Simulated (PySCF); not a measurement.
CH₃BClFO, SMILES O(B(Cl)F)C. Atoms are numbered in the order given.

```xyz
8

B      0.4768     0.3032    -0.0281
F      1.5161     1.1112     0.1007
Cl    -0.7960     0.3870     1.2055
O      0.4405    -0.5279    -1.0731
C     -0.5824    -1.4585    -1.3771
H     -1.0013    -1.2129    -2.3643
H     -0.1406    -2.4649    -1.4232
H     -1.3849    -1.4438    -0.6242
```
Charge 0, spin multiplicity 1.

Geometry: r2SCAN-D4/def2-SVP. The values are those of a single conformer.

Computed with r2SCAN-D4/def2-SVP (PySCF).

Frequencies are harmonic and unscaled.

A small imaginary wavenumber (i) marks a very flat motion, where grid noise or a shallow saddle decides the sign.

```
mode  ν (cm⁻¹)  IR (km/mol)  Raman (Å⁴/amu)  depolarisation   moving atoms (share of kinetic energy)
----  --------  -----------  --------------  --------------  ---------------------------------------
1          24i          0.1             0.0               –                                   H 97 %
2          159          3.0             0.0               –           O 49 %, H 18 %, F 16 %, C 15 %
3          225          4.4             1.2            0.66                  C 38 %, Cl 32 %, H 19 %
4          372          2.9             1.0            0.63                  F 54 %, Cl 23 %, O 12 %
5          463          6.1             1.1            0.71   O 43 %, F 17 %, Cl 16 %, C 10 %, H 9 %
6          584         40.7             0.9            0.75                                   B 85 %
7          624         27.3             5.2            0.09  F 31 %, Cl 23 %, O 16 %, B 14 %, C 13 %
8         1053        175.8             2.3            0.54                   C 32 %, B 30 %, O 30 %
9         1174         43.7             5.0            0.68                           H 67 %, C 19 %
10        1186          0.1             1.5            0.75                           H 77 %, C 19 %
11        1279        240.8             1.5            0.04     B 45 %, O 19 %, F 18 %, C 9 %, H 8 %
12        1431        241.0             3.6            0.38                   H 57 %, B 23 %, C 11 %
13        1474          4.5            16.4            0.75                                   H 97 %
14        1476          6.2            25.8            0.68                                   H 96 %
15        1542        382.5             1.8            0.39                   B 42 %, H 30 %, O 24 %
16        3039         42.6           145.8            0.01                                   H 98 %
17        3147         15.7            91.4            0.75                           H 90 %, C 10 %
18        3150         10.9            48.2            0.65                           H 90 %, C 10 %
```
